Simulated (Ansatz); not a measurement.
Total energies of Ag(PH3)Cl (AgPH₃Cl) from Ansatz at PBE0-D4/def2-TZVP, gas phase (1 Eh = 27.2114 eV = 2625.5 kJ/mol). The reference geometry is relaxed at PBE0-D4/def2-TZVP.

```xyz
6

Ag   -0.4844   -1.3772    0.3612
P     0.2573    0.7416   -0.1945
H    -0.5766    1.8486    0.0561
H     0.5768    1.0241   -1.5367
H     1.4344    1.2308    0.4045
Cl   -1.2075   -3.4679    0.9094
```

| state | geometry | energy (Eh) |
| --- | --- | --- |
| charge 0 singlet | reference | -950.14915 |
| charge 1 doublet | reference | -949.80331 |
| charge 1 doublet | relaxed at PBE0-D4/def2-TZVP | -949.80677 |
| free Ag atom (doublet) | – | -146.96650 |
| free P atom (quartet) | – | -341.13505 |
| free H atom (doublet) | – | -0.50104 |
| free Cl atom (doublet) | – | -459.99739 |

In the def2 sets Ag takes a core potential; there is no spin–orbit coupling.

(1) Work out the vertical ionisation energy to the doublet.

(2) How much does the charge 1 doublet relax, and what is the adiabatic ionisation energy?

(3) What is the binding energy per atom against free atoms?

(1) E(charge 1 doublet) − E(charge 0 singlet) = -949.80331 − (-950.14915) = 0.34584 Eh = 9.41 eV. For comparison, −ε of the highest occupied level is 7.08 eV at this level, 2.33 eV less.

(2) Relaxation: -949.80331 − (-949.80677) = 0.00346 Eh = 0.09 eV. Adiabatic ionisation energy: 0.34238 Eh = 9.32 eV, without zero-point energy. 

(3) Atoms: 1 × (-146.96650) + 1 × (-341.13505) + 3 × (-0.50104) + 1 × (-459.99739) = -949.60206 Eh. Binding: -949.60206 − (-950.14915) = 0.54709 Eh = 14.89 eV, or 2.48 eV for each of 6 atoms (no zero-point energy, no counterpoise term).
